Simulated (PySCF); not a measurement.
Job file and geometry (Å, from GFN2-xTB) of an NMR shielding run on SMILES C[C@@H]1SCS[C@@H]1C, C5H10S2, PySCF 2.14.0, density-fitted response routines, GIAO PBE0/pcSseg-1 NMR shielding, non-relativistic, gas phase; density fitting, a coarse starting grid and PySCF grid level 2 are the driver's defaults:

```
$ OMP_NUM_THREADS=1 python probes_run.py task.json out

{"job": {"kind": "nmr", "xc": "PBE0", "basis": "pcSseg-1"}, "charge": 0, "multiplicity": 1}
C     -1.338235    -0.781924     0.561688
C     -0.592592    -0.329097    -0.682193
S      0.433406    -1.678104    -1.371790
C      1.705420    -1.541454    -0.091063
S      1.804416     0.182599     0.506290
C      0.370089     0.830442    -0.455502
C     -0.242250     2.017561     0.266522
H     -0.651772    -0.900252     1.397475
H     -2.096905    -0.051586     0.833550
H     -1.828603    -1.734507     0.374088
H     -1.296573    -0.073493    -1.478449
H      2.660765    -1.830426    -0.523467
H      1.460044    -2.189872     0.749076
H      0.773258     1.149426    -1.421994
H     -1.127957     2.359281    -0.265411
H      0.476574     2.831894     0.307513
H     -0.516085     1.751543     1.283758
```

Question: Write the output of this run.

Answer: 
```
coarse grid: 14880 points
cycle   1  E = -992.2801940744  dE =  7.524e-01  |g| = 3.298e-01  |ddm| = 3.790e+00
cycle   2  E = -992.2850308849  dE = -4.837e-03  |g| = 3.223e-01  |ddm| = 6.424e-01
cycle   3  E = -992.3107712361  dE = -2.574e-02  |g| = 4.043e-02  |ddm| = 2.905e-01
cycle   4  E = -992.3110758018  dE = -3.046e-04  |g| = 2.270e-02  |ddm| = 8.596e-02
cycle   5  E = -992.3112059432  dE = -1.301e-04  |g| = 6.228e-03  |ddm| = 3.234e-02
cycle   6  E = -992.3112153578  dE = -9.415e-06  |g| = 1.847e-03  |ddm| = 8.482e-03
final grid: 133256 points
cycle   7  E = -992.3594446891  dE = -4.352e-05  |g| = 1.053e-02  |ddm| = 3.723e-02
cycle   8  E = -992.3594240260  dE =  2.066e-05  |g| = 1.388e-02  |ddm| = 2.126e-02
cycle   9  E = -992.3594712618  dE = -4.724e-05  |g| = 1.204e-03  |ddm| = 1.366e-02
cycle  10  E = -992.3594716076  dE = -3.458e-07  |g| = 2.622e-04  |ddm| = 1.620e-03
cycle  11  E = -992.3594716230  dE = -1.538e-08  |g| = 6.916e-05  |ddm| = 2.911e-04
cycle  12  E = -992.3594716240  dE = -9.677e-10  |g| = 3.273e-05  |ddm| = 1.185e-04
cycle  13  E = -992.3594716243  dE = -2.967e-10  |g| = 5.829e-06  |ddm| = 4.575e-05
converged SCF energy = -992.3594716243

GIAO shielding tensors (ppm)
atom      isotropic    diamagn.    paramagn.     s11        s22        s33       span
  0 C      169.982     247.610     -77.628    146.630    174.580    188.737     42.107
  1 C      129.520     248.597    -119.077    100.718    137.134    150.710     49.992
  2 S      388.200    1055.910    -667.710    170.480    341.838    652.283    481.803
  3 C      146.275     252.897    -106.622     99.017    160.588    179.219     80.202
  4 S      455.512    1056.055    -600.543    185.776    416.334    764.424    578.648
  5 C      125.084     248.960    -123.876     80.745    140.572    153.935     73.190
  6 C      169.742     246.236     -76.495    155.501    167.226    186.498     30.996
  7 H       30.002      29.940       0.062     25.204     30.113     34.689      9.486
  8 H       30.446      30.112       0.334     24.479     28.697     38.162     13.684
  9 H       30.625      29.510       1.115     25.121     29.000     37.756     12.635
 10 H       28.771      31.542      -2.771     24.894     25.995     35.423     10.529
 11 H       27.890      29.348      -1.459     21.737     25.277     36.654     14.917
 12 H       27.544      30.357      -2.813     21.676     25.201     35.755     14.079
 13 H       27.600      31.463      -3.863     23.432     25.465     33.903     10.470
 14 H       30.434      29.365       1.069     25.385     27.589     38.328     12.943
 15 H       30.147      28.565       1.582     24.455     27.840     38.146     13.691
 16 H       30.590      29.681       0.909     26.454     29.762     35.555      9.102
```

Question: Turn these shieldings into chemical shifts. Referencing at the same level of theory: ¹³C (186.93 ppm) and ¹H (31.72 ppm) against TMS; ³³S (503.73 ppm) vs CS2.

Answer: Averaging equivalent atoms: C 1/5: 59.6; C 3: 40.7; C 0/6: 17.1; S 2/4: 82; H 12: 4.17; H 11: 3.83; H 10/13: 3.53; H 7/8/9/14/15/16: 1.34 ppm. 

Size and cost of the density-fitted run: 183 basis functions, 51 s wall time on 1 thread of an Arm Neoverse N1, shared host.
